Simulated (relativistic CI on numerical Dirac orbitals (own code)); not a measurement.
**Electric-dipole lines of Au38+**

These numbers are calculated, not measured: Dirac-Coulomb-Breit CI, orbitals from a KLI potential per configuration, model QED (radiative potential, 1s self-energy scaled to tabulated hydrogen-like ionisation energies), unscaled Slater integrals (own radial code, finite nucleus).

Configurations in the expansion (outside the closed core [Ar] 3d10): 4s²4p⁶4d⁵, 4s²4p⁶4d⁴4f, 4s²4p⁵4d⁶, 4s4p⁶4d⁵4f, 4p⁶4d⁷, 4p⁵4d⁸, 4s²4p⁶4d³5s², 4s²4p⁶4d²4f5s², 4s4p⁶4d³4f5s². Double excitations out of closed p, d and f shells are left out; levels of such configurations are missing from the list, as are those of other unlisted configurations, and high levels can miss mixing partners.

```tsv
λ vac (Å)	Lower	Upper	A (s⁻¹)	E lower (cm⁻¹)	E upper (cm⁻¹)
46.443	4s²4p⁶4d⁵ ⁴P5/2 [1]	4s²4p⁶4d⁴4f ²F°7/2 [194]	1.10e+11	0	2153176
50.046	4s²4p⁶4d⁵ ⁶S5/2 [2]	4s²4p⁶4d⁴4f ²F°7/2 [194]	7.65e+10	155008	2153176
51.213	4s²4p⁶4d⁵ ⁴G7/2 [3]	4s²4p⁶4d⁴4f ²F°7/2 [194]	6.26e+10	200563	2153176
51.490	4s²4p⁶4d⁵ ⁴G7/2 [3]	4s²4p⁶4d⁴4f ²H°9/2 [187]	2.67e+10	200563	2142694
51.704	4s²4p⁶4d⁵ ²H11/2 [5]	4s²4p⁶4d⁴4f ²H°9/2 [187]	4.60e+10	208604	2142694
53.620	4s²4p⁶4d⁵ ⁶S5/2 [2]	4s²4p⁶4d⁴4f ⁴D°7/2 [120]	7.71e+10	155008	2019992
54.259	4s²4p⁶4d⁵ ⁶S5/2 [2]	4s²4p⁶4d⁴4f ⁴P°5/2 [108]	5.09e+10	155008	1998018
54.340	4s²4p⁶4d⁵ ²D3/2 [10]	4s²4p⁶4d⁴4f ⁴F°3/2 [192]	1.06e+11	309545	2149825
54.409	4s²4p⁶4d⁵ ⁴G9/2 [6]	4s²4p⁶4d⁴4f ⁴H°11/2 [142]	4.60e+10	225398	2063342
54.641	4s²4p⁶4d⁵ ²H11/2 [5]	4s²4p⁶4d⁴4f ⁴I°9/2 [130]	4.92e+10	208604	2038743
54.962	4s²4p⁶4d⁵ ⁴G7/2 [3]	4s²4p⁶4d⁴4f ⁴D°7/2 [120]	6.92e+10	200563	2019992
55.125	4s²4p⁶4d⁵ ²H11/2 [5]	4s²4p⁶4d⁴4f ⁴L°13/2 [122]	7.68e+10	208604	2022677
55.304	4s²4p⁶4d⁵ ²F7/2 [9]	4s²4p⁶4d⁴4f ⁴H°7/2 [141]	4.76e+10	255059	2063257
55.578	4s²4p⁶4d⁵ ⁴P5/2 [1]	4s²4p⁶4d⁴4f ⁴G°7/2 [51]	6.47e+10	0	1799277
55.590	4s²4p⁶4d⁵ ⁴D5/2 [7]	4s²4p⁶4d⁴4f ²P°3/2 [127]	8.07e+10	237270	2036161
55.634	4s²4p⁶4d⁵ ⁴G7/2 [3]	4s²4p⁶4d⁴4f ⁴P°5/2 [108]	1.14e+11	200563	1998018
55.648	4s²4p⁶4d⁵ ²H11/2 [5]	4s²4p⁵4d⁶ ⁴G°11/2 [113]	3.75e+10	208604	2005620
55.688	4s²4p⁶4d⁵ ²H11/2 [5]	4s²4p⁶4d⁴4f ⁴G°9/2 [112]	2.73e+10	208604	2004329
55.723	4s²4p⁶4d⁵ ⁴G9/2 [6]	4s²4p⁶4d⁴4f ⁴D°7/2 [120]	5.71e+10	225398	2019992
55.851	4s²4p⁶4d⁵ ²H11/2 [5]	4s²4p⁵4d⁶ ⁴G°11/2 [110]	4.41e+10	208604	1999066
56.382	4s²4p⁶4d⁵ ⁴G9/2 [6]	4s²4p⁵4d⁶ ⁴F°7/2 [109]	1.74e+11	225398	1999022
56.476	4s²4p⁶4d⁵ ²H11/2 [5]	4s²4p⁵4d⁶ ⁴F°9/2 [103]	1.30e+11	208604	1979272
56.485	4s²4p⁶4d⁵ ⁶S5/2 [2]	4s²4p⁶4d⁴4f ⁴D°3/2 [84]	7.32e+10	155008	1925400
56.904	4s²4p⁶4d⁵ ⁴G7/2 [3]	4s²4p⁶4d⁴4f ⁴H°7/2 [96]	3.01e+10	200563	1957915
57.017	4s²4p⁶4d⁵ ⁴G9/2 [6]	4s²4p⁵4d⁶ ⁴F°9/2 [103]	3.21e+10	225398	1979272
57.174	4s²4p⁶4d⁵ ²I13/2 [16]	4s²4p⁶4d⁴4f ²H°11/2 [198]	4.26e+10	410690	2159726
57.231	4s²4p⁶4d⁵ ⁴G7/2 [3]	4s²4p⁵4d⁶ ²F°5/2 [93]	3.65e+10	200563	1947883
57.403	4s²4p⁶4d⁵ ⁴P5/2 [1]	4s²4p⁶4d⁴4f ⁴G°5/2 [47]	1.25e+11	0	1742078
57.638	4s²4p⁶4d⁵ ²H11/2 [5]	4s²4p⁵4d⁶ ²H°11/2 [92]	2.94e+10	208604	1943563
57.666	4s²4p⁶4d⁵ ²H11/2 [5]	4s²4p⁶4d⁴4f ⁴F°9/2 [90]	4.33e+10	208604	1942742
57.930	4s²4p⁶4d⁵ ⁴G9/2 [6]	4s²4p⁵4d⁶ ⁴G°9/2 [94]	4.95e+10	225398	1951616
57.982	4s²4p⁶4d⁵ ⁴P5/2 [1]	4s²4p⁵4d⁶ ⁴P°3/2 [45]	1.57e+11	0	1724673
58.378	4s²4p⁶4d⁵ ⁴P5/2 [1]	4s²4p⁵4d⁶ ⁴D°7/2 [44]	3.92e+10	0	1712980
58.585	4s²4p⁶4d⁵ ²H11/2 [5]	4s²4p⁵4d⁶ ²H°11/2 [80]	4.14e+10	208604	1915515
58.720	4s²4p⁶4d⁵ ⁴G7/2 [3]	4s²4p⁶4d⁴4f ²G°7/2 [77]	4.24e+10	200563	1903557
59.630	4s²4p⁶4d⁵ ⁴P5/2 [1]	4s²4p⁶4d⁴4f ⁴G°5/2 [43]	5.28e+10	0	1677006
59.728	4s²4p⁶4d⁵ ⁶S5/2 [2]	4s²4p⁵4d⁶ ²F°5/2 [57]	6.90e+10	155008	1829264
60.038	4s²4p⁶4d⁵ ²H11/2 [5]	4s²4p⁶4d⁴4f ²I°11/2 [69]	2.32e+10	208604	1874209
60.241	4s²4p⁶4d⁵ ⁴G7/2 [3]	4s²4p⁶4d⁴4f ⁶H°7/2 [65]	2.78e+10	200563	1860574
60.476	4s²4p⁶4d⁵ ²I13/2 [16]	4s²4p⁵4d⁶ ²I°13/2 [143]	3.30e+10	410690	2064242
60.694	4s²4p⁶4d⁵ ²H11/2 [5]	4s²4p⁵4d⁶ ⁴H°13/2 [63]	1.66e+10	208604	1856213
61.045	4s²4p⁶4d⁵ ⁶S5/2 [2]	4s²4p⁵4d⁶ ⁶D°7/2 [50]	2.16e+10	155008	1793151
61.544	4s²4p⁶4d⁵ ⁴P5/2 [1]	4s²4p⁵4d⁶ ⁴D°7/2 [39]	2.55e+10	0	1624862
61.632	4s²4p⁶4d⁵ ⁴G9/2 [6]	4s²4p⁵4d⁶ ⁴H°11/2 [61]	2.79e+10	225398	1847943
61.854	4s²4p⁶4d⁵ ⁴G7/2 [3]	4s²4p⁵4d⁶ ⁴H°9/2 [55]	2.69e+10	200563	1817270
```

Terms are leading LS components. Brackets give the number of a level in order of energy, since labels repeat. The list gives strong lines, with weight on those to low levels, without lines whose two gauges differ by over a factor of 2.5, among the lowest 200 of 1946 levels, so that lines to higher ones, which can be the strongest, are missing. Levels whose partners in the same complex of configurations lie outside the list can be far off, and so can their lines. Rates are taken at the computed energies, electric ones in the length gauge.

At this charge energies of transitions that change n are usually good to better than 1 %, and those within a shell (Δn = 0) to a few per cent. Terms inside the open d or f shell come out 10 to 20 % too wide with unscaled integrals.

LS names give the leading component of a level, which can be under half, so a name can repeat, a term be missing and a line seem to break the LS rules.
